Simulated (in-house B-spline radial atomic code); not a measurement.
A radial electron density 4πr²n(r) was computed for an atom or ion in its tabulated ground configuration with a B-spline radial code for spherical atoms; method: non-relativistic Hartree-Fock, average of configuration. Columns: r (bohr), 4πr²n(r) (electrons per bohr), bar.

```
 0.00151    1.397 #
 0.00183    1.996 #
 0.00223    2.864 ##
 0.00271    4.059 ###
  0.0033    5.721 ####
 0.00401    7.948 #####
 0.00488    10.92 #######
 0.00593    14.74 ##########
 0.00721    19.53 #############
 0.00877    25.29 #################
  0.0107    31.93 #####################
   0.013    38.78 ##########################
  0.0158    45.25 ##############################
  0.0192    50.36 #################################
  0.0233    53.14 ###################################
  0.0284    53.05 ###################################
  0.0345    50.47 #################################
   0.042     47.1 ###############################
  0.0511    45.72 ##############################
  0.0622    48.69 ################################
  0.0756    55.91 #####################################
  0.0919    63.85 ##########################################
   0.112    66.89 ############################################
   0.136    61.63 #########################################
   0.165    51.16 ##################################
   0.201    43.33 #############################
   0.245    44.39 #############################
   0.298    50.44 #################################
   0.362    51.09 ##################################
    0.44    40.99 ###########################
   0.536     25.5 #################
   0.651    14.75 ##########
   0.792    11.61 ########
   0.964     11.5 ########
    1.17    9.562 ######
    1.43    5.602 ####
    1.73    2.352 ##
    2.11   0.6395 
    2.57   0.1146 
    3.12  0.01363 
    3.79 0.0009832 
    4.62 3.577e-05
```

Problem. Which atom or ion is it?
A. Mo6+
B. Tc6+
C. Pd7+
D. Nb6+

Solution. B. The area under the curve, ∫4πr²n dr = ∫r·4πr²n d(ln r) on this logarithmic grid, is 37 electrons, which only this option has. The configuration is [Kr] 4d1.
